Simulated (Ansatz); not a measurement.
Na5⁺. Total charge 1; triplet. Geometry r2SCAN/def2-SVP; atoms count from 1.

Cartesian coordinates in Å:
```
Na 1.8485 -1.6763 -0.6622
Na 0.6137 1.5860 -0.6347
Na -1.4312 -0.7561 -2.3880
Na -2.2637 0.6050 1.0783
Na 1.2327 0.2414 2.6066
```

At PBE0/def2-TZVP a singlet of charge 1 lies 0.37 eV below the triplet, each at its own geometry. The structure comes from a short search, and lower isomers may exist.

Question: Estimate the Mulliken populations from the PBE0/def2-TZVP orbitals of Ansatz.

Answer: 
```
atom  charge (e)  spin (α − β)
 Na1        0.20          0.48
 Na2        0.19         -0.04
 Na3        0.20          0.54
 Na4        0.20          0.48
 Na5        0.20          0.54
```
Mulliken values depend strongly on the basis.

Question: Where does the spin sit?

Answer: Summed by element: Na 2.00, of 2 unpaired in all. Largest on single atoms: Na5 0.54, Na3 0.54, Na1 0.48.
